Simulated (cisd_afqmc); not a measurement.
Input (AFQMC/CISD/cc-pV(D+d)Z; cisd_afqmc is a phaseless AFQMC code with CISD trial states that reads the integrals written by Ansatz): A basis named .json is the Basis Set Exchange file of that set.

Ansatz 0.2 input:
```python
import cisd_afqmc

open("ham.yaml", "w").write("""\
crystal:
  periodic: [false, false, false]
  atoms:
    - {symbol: Si, position_ang: [-0.24675166, -0.31480560, 0.45207189]}
    - {symbol: H, position_ang: [-0.98134586, -1.21116338, -0.55911929]}
    - {symbol: F, position_ang: [0.49287435, 0.62427130, -0.64109857]}
basis:
  gaussian:
    orbitals: cc-pV_D+d_Z.json
magnetization: {spin_polarized: false}
correlation: {method: ccsd, electrons: outside_noble_gas, hamiltonian_folder: ham}
""")
rep = cisd_afqmc.ansatz("ham.yaml")
e_ccsd = rep["correlation"]["coupled_cluster"]["energy"]["hartree"]
out = cisd_afqmc.run("ham", e_ccsd, trial="CISD", walkers=200, populations=8, threads=8, dt=0.005, steps=40, early=24, settle=10, least=32,
    cut=5e-5, rank_cut=2e-4, target=0.0004, seconds=1500, seed=1, memory=17280, gpu=False)
```

Output:

```
orbitals 36, occupied [6], factors 207 of 430, rank of the doubles 84 of 180
E(HF) = -388.954609
E(CCSD) on the cut factors = -389.246203, shift to the whole factors -0.000004
Energy of the trial state on the determinant = -389.246214
  tau behind 7.2 of longer steps, mean of the populations' last blocks
   2.0  -389.25195
   4.0  -389.25253
   6.0  -389.25346
   8.0  -389.25303
  10.0  -389.25308
blocks 385 (0 outliers left out), error by blocks joined: 1: 0.00018, 2: 0.00022, 4: 0.00027, 8: 0.00033, 16: 0.00037
E(AFQMC/CISD) = -389.25298 +/- 0.00037
```
